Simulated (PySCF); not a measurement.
SMILES [CH2][Si](Cl)(Cl)Cl (CH2Cl3Si), doublet (CAM-B3LYP/def2-SVP optimised geometry):

```
7

C     -1.314    -1.864    -1.462
Si    -0.690    -0.970     0.000
Cl    -1.359     0.970     0.000
Cl     1.359    -0.970     0.000
Cl    -1.349    -1.853     1.733
H     -2.384    -1.913    -1.691
H     -0.646    -2.388    -2.152
```

Computed with unrestricted CAM-B3LYP/def2-TZVP run with PySCF.

Problem. What are the frontier orbital energies (α orbitals alone; a β orbital can be the lowest empty one) and the dipole moment?

Solution. HOMO-2 -10.92 eV, HOMO-1 -10.56 eV, HOMO -9.18 eV, LUMO 1.14 eV, LUMO+1 1.73 eV; dipole moment 1.95 D.

On the same geometry unrestricted PBE/def2-TZVP run with PySCF gives HOMO-2 -8.11 eV, HOMO-1 -7.79 eV, HOMO -6.44 eV, LUMO -1.02 eV, LUMO+1 -0.38 eV; dipole moment 1.80 D.

Meta-Löwdin charges at CAM-B3LYP/def2-TZVP: C1 -0.48, Si2 1.01, Cl3 -0.28, Cl4 -0.28, Cl5 -0.28, H6 0.15, H7 0.15.
